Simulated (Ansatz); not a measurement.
**Telling isomers of CH9BSi2 apart by their spectra**

These gas-phase data were calculated for one isomer of CH9BSi2 at PBE-D3(BJ)/def2-SVP (harmonic, unscaled wavenumbers; equilibrium rotational constants with average atomic masses):

| Quantity | Value |
| --- | --- |
| rotational constants | 5.701, 2.928, 2.171 GHz |
| all wavenumbers above 1500 cm⁻¹ | 3007, 2581, 2493, 2186, 2180, 2169, 2168, 2162, 2157 |
| dipole moment | 0.70 D (PBE0/def2-TZVPD) |

Candidates:

(1) `BC([SiH3])[SiH3]`, a singlet
(2) `BC[SiH2][SiH3]`, a singlet

**Question.** Which structure fits?

**Answer.** Candidate (1). 6 modes lie between 2000 and 2380 cm⁻¹, one for each Si–H bond, while (2) has 5.

The same quantities for all candidates:

```tsv
	rotational constants (GHz)	wavenumbers above 1500 cm⁻¹	dipole (D)	E above the lowest, PBE-D3(BJ)/def2-SVP (kcal/mol)
(1)	5.701, 2.928, 2.171	3007, 2581, 2493, 2186, 2180, 2169, 2168, 2162, 2157	0.70	1.1
(2)	11.67, 1.839, 1.694	3075, 2997, 2588, 2501, 2172, 2171, 2162, 2158, 2151	0.99	0.0
```

Harmonic stretches to hydrogen usually lie a few per cent above observed fundamentals. Each candidate is one conformer. Programs: Ansatz 0.2.0.
